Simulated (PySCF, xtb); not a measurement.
hypoboric acid (B2H4O4), SMILES OB(O)B(O)O.

xtb 6.7.1 with GFN2-xTB at its own geometry gives an orbital gap of 5.70 eV and a dipole moment of 2.98 D.

The structure is a stationary point at B3LYP-D3(BJ)/def2-SVP. Other conformers were not sampled.

**Question.** What does B3LYP/def2-TZVP run with PySCF give? (Estimate from the structure and the level; the computed values follow.)

**Answer.** gap 7.66 eV (levels -8.21 and -0.55 eV), dipole 3.15 D.
